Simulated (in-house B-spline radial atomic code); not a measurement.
Configurations of Br II (Br+), with energies counted from [Ar] 3d10 4s2 4p4. Level of theory: Dirac-Hartree-Fock, average of configuration, Fermi nucleus of rms radius 4.1629 fm; calculated with a radial B-spline atomic code at the basis-set limit. Energies include first-order Breit, QED and recoil terms.

Occupations are held fixed; configurations that lie above the ionisation limit could autoionise.

| configuration | E - E(ref) (eV) | highest orbital | its <r> (bohr) |
| --- | --- | --- | --- |
| [Ar] 3d10 4s2 4p3 7d1 | 20.152 | 7d5/2 | 23.35 |
| [Ar] 3d10 4s2 4p3 6f1 | 20.275 | 6f5/2 | 23.76 |
| [Ar] 3d10 4s2 4p3 8d1 | 20.604 | 8d5/2 | 32.75 |
| [Ar] 3d10 4s1 4p4 4f1 | 33.218 | 4f5/2 | 8.864 |
| [Ar] 3d10 4s1 4p4 6d1 | 34.198 | 6d5/2 | 15.27 |
| [Ar] 3d10 4s1 4p4 5f1 | 34.447 | 5f5/2 | 15.53 |
| [Ar] 3d9 4s2 4p5 | 65.497 | 4p3/2 | 1.878 |
| [Ar] 3d9 4s2 4p4 8s1 | 87.465 | 8s1/2 | 22.26 |

Q: Order these further configurations by energy, lowest first.
A. [Ar] 3d10 4s1 4p4 8f1
B. [Ar] 3d10 4s1 4p4 8g1
C. [Ar] 3d10 4s1 4p4 7d1
D. [Ar] 3d9 4s2 4p4 7s1
E. [Ar] 3d10 4s2 4p3 5s1

A: E (12.555 eV), C (34.981 eV), A (35.786 eV), B (35.791 eV), D (86.536 eV).

Q: How far above the reference does [Ar] 3d10 4s2 4p3 8f1 lie?

A: 20.942 eV; its least bound orbital is 8f5/2 with <r> = 44.66 bohr.

Q: How far above the reference does [Ar] 3d10 4s1 4p4 5g1 lie?

A: 34.465 eV; its least bound orbital is 5g9/2 with <r> = 13.75 bohr.

Q: How far above the reference does [Ar] 3d10 4s1 4p4 7g1 lie?

A: 35.531 eV; its least bound orbital is 7g7/2 with <r> = 31.74 bohr.
